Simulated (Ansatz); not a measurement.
CH7FO3SiTi (`C[O][Ti]([OH])([F])[O][SiH3]`) at its PBE0-D4/def2-TZVP geometry, where that method's forces vanish. The species carries charge 0 and has multiplicity 1.

```xyz
14

C     2.5788   -0.3645    0.0246
O     1.5312    0.5358    0.1989
Ti   -0.0984    1.1216    0.4871
O    -0.4967    2.4207   -0.6826
F    -0.2151    1.7480    2.1411
O    -1.2496   -0.2372    0.2903
Si   -2.3997   -1.3146   -0.1509
H     3.1894   -0.0614   -0.8311
H     2.1936   -1.3727   -0.1560
H     3.2096   -0.3804    0.9180
H    -0.0003    2.8465   -1.3816
H    -3.2557   -1.6371    1.0191
H    -3.2391   -0.7459   -1.2374
H    -1.7481   -2.5587   -0.6395
```

**Question.** What forces (eV/Å) does B3LYP-D4/def2-TZVPP give on these atoms in Ansatz 0.2.0? (Estimate.)

**Answer.** Ansatz gave: 
```
C1   0.282 -0.223 -0.046
O2   0.087  0.064 -0.014
Ti3 -0.011 -0.028 -0.019
O4  -0.098  0.249 -0.215
F5  -0.029  0.142  0.373
O6  -0.131 -0.164 -0.012
Si7 -0.148 -0.144 -0.053
H8  -0.022 -0.023  0.042
H9   0.026  0.046  0.008
H10 -0.023 -0.007 -0.047
H11  0.009  0.033 -0.040
H12  0.051  0.017 -0.076
H13  0.051 -0.038  0.068
H14 -0.044  0.076  0.030
```

B3LYP here is the variant with VWN-RPA as its local correlation; programs differ in this.
